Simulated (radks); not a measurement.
Spherical quantum dot in the effective-mass picture: electrons in a parabolic well V = omega^2 r^2 / 2 with omega = 0.0912, all in effective atomic units (hartree* = m*/eps^2 hartree, bohr* = eps/m* bohr), one dielectric constant everywhere. Method: non-relativistic Kohn-Sham, LDA (Slater exchange, Perdew-Wang correlation), spin-polarised, spherical densities; computed with a radial shooting solver with Libxc functionals. Levels are named by radial order and angular momentum (1s, 1p, 1d, 2s, ...), and open shells are averaged over m.

N = 11, configuration 1s2 1p6 1d(up 3, down 0). This is the lowest configuration that the search found (a dilute case). Occupied and some empty levels:

level    occupation  eigenvalue (hartree*)  <r> (bohr*)
1s up             1                 1.3776        7.191
1s down           1                 1.3861        6.960
1p up             3                 1.4025        8.218
1p down           3                 1.4128        8.158
1d up             3                 1.4363        8.957
1d down           0                 1.4471        8.970
2s up             0                 1.4612        7.009
2s down           0                 1.4661        7.118
1f up             0                 1.4772        9.562
1f down           0                 1.4880        9.613
2p up             0                 1.5092        8.116
2p down           0                 1.5150        8.124

Energy (hartree*): total 9.24816, kinetic 0.55526, external 3.3100, Hartree 6.6509, exchange-correlation -1.2680.

Electron density:

r (bohr*)  n(r) (e/bohr*^3)
0.768             0.0009884
1.62               0.001127
2.48               0.001352
3.33               0.001644
4.19               0.001968
5.04               0.002279
5.90               0.002512
6.75               0.002597
7.61               0.002475
8.46               0.002132
9.32               0.001626
10.2               0.001079
11.0              0.0006111
11.9              0.0002959
12.7              0.0001201
13.6             0.00004169
14.4             0.00001212
15.3              3.039e-06
16.2              6.405e-07
17.0              1.181e-07
